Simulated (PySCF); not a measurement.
J couplings in [C5H5O2]-

Geometry:
```
atom   x (Å)   y (Å)   z (Å)
  C1  -1.870   0.376  -0.542
  C2  -0.926  -0.810  -0.331
  C3   0.386  -0.374   0.138
  C4   1.463  -0.001   0.525
  C5   2.829   0.447   1.014
  O6   2.954   1.670   1.160
  O7   3.635  -0.475   1.203
  H8  -2.848   0.040  -0.891
  H9  -2.000   0.922   0.391
 H10  -1.452   1.062  -1.276
 H11  -0.809  -1.357  -1.275
 H12  -1.362  -1.499   0.403
```

Total charge -1.

Couplings: B3LYP/pcJ-1 (without the spin–dipole term) in PySCF 2.14.0 with density-fitted response routines, geometry GFN2-xTB; gas phase, one conformer, non-relativistic. Couplings are averaged over pairs made equivalent by symmetry, fast rotation or ring inversion, so a value needn't be that of the named pair in this geometry, while other rotamers aren't included; one pair stands for each set, and the list holds those of at least 0.8 Hz over up to four bonds, among pairs with at least one C or H atom (others weren't computed).

Isotopes: 13C, 1H, 17O. Couplings to quadrupolar nuclei such as 17O and 33S are rarely resolved in practice.

| pair | bonds | J (Hz) |
| --- | --- | --- |
| C1, C2 | 1 | 35.2 |
| C1, H8 | 1 | 131.6 |
| C2, C3 | 1 | ? |
| C2, H11 | 1 | ? |
| C3, C4 | 1 | ? |
| C4, C5 | 1 | 80.9 |
| C5, O6 | 1 | 25.9 |
| C1, C3 | 2 | -3.5 |
| C1, H11 | 2 | -3.9 |
| C2, C4 | 2 | 8.8 |
| C2, H8 | 2 | -3.6 |
| C3, C5 | 2 | ? |
| C3, H11 | 2 | -10.2 |
| C4, O6 | 2 | -14.9 |
| H8, H9 | 2 | ? |
| H11, H12 | 2 | ? |
| C1, C4 | 3 | ? |
| C2, C5 | 3 | 1.1 |
| C3, O6 | 3 | -3.4 |
| C3, H8 | 3 | 6.3 |
| C4, H11 | 3 | 4.3 |
| H8, H11 | 3 | 7.9 |
| C1, C5 | 4 | ? |
| C5, H11 | 4 | -1.3 |

Problem. Estimate the withheld couplings, with signs.

Solution. 
- 1J(C2,C3) = 75.0 Hz (bond length 1.460 Å)
- 1J(C2,H11) = 133.4 Hz (bond length 1.097 Å, sp3 carbon)
- 1J(C3,C4) = 165.6 Hz (bond length 1.203 Å)
- 2J(C3,C5) = 11.8 Hz (angle at C4 179°)
- 2J(H8,H9) = -12.6 Hz (mean over equivalent pairs that range from -13.9 to -11.9 Hz in this conformer)
- 2J(H11,H12) = -15.6 Hz (angle at C2 108°)
- 3J(C1,C4) = 2.7 Hz
- 4J(C1,C5) = -1.0 Hz
